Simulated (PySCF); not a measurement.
System: sum formula Si2N2H7, charge -1, multiplicity 1. It need not be the lowest isomer of its formula. Whether it binds its extra electron was not tested at this geometry. SMILES: N[SiH-][SiH2]N
Coordinates optimised at B3LYP-D3(BJ)/def2-TZVP (Ansatz):
```xyz
11

N      1.6626     0.7892    -0.3559
Si     1.0614    -0.9607    -0.3126
Si    -1.2085    -0.3458     0.2243
N     -1.2485     1.4185     0.3481
H      1.8988     1.2008     0.5392
H      2.4568     0.9030    -0.9704
H      1.3933    -1.3196     1.1491
H     -2.2407    -0.7497    -0.8121
H     -1.8663    -0.8993     1.4681
H     -2.0676     1.9066     0.0133
H     -0.4137     1.7953    -0.0953
```
Charge -1, spin multiplicity 1.

Dispersion corrections to the total energy (kcal/mol) from the dftd3 and dftd4 libraries through PySCF: D3(BJ) without and D4 with the three-body term, each with the damping fitted for the functional named.

```
functional  D3(BJ)     D4
----------  ------  -----
TPSS           ___  -9.24
PW6B95       -3.50  -5.72
r2SCAN         ___  -1.69
HSE06        -4.33  -5.45
BP86        -10.34  -9.35
revPBE      -14.61    ___
LC-wPBE      -6.04  -7.67
```

Problem. Fill in the missing entries.

Solution. 
- TPSS, D3(BJ): -7.75
- r2SCAN, D3(BJ): -1.71
- revPBE, D4: -19.83
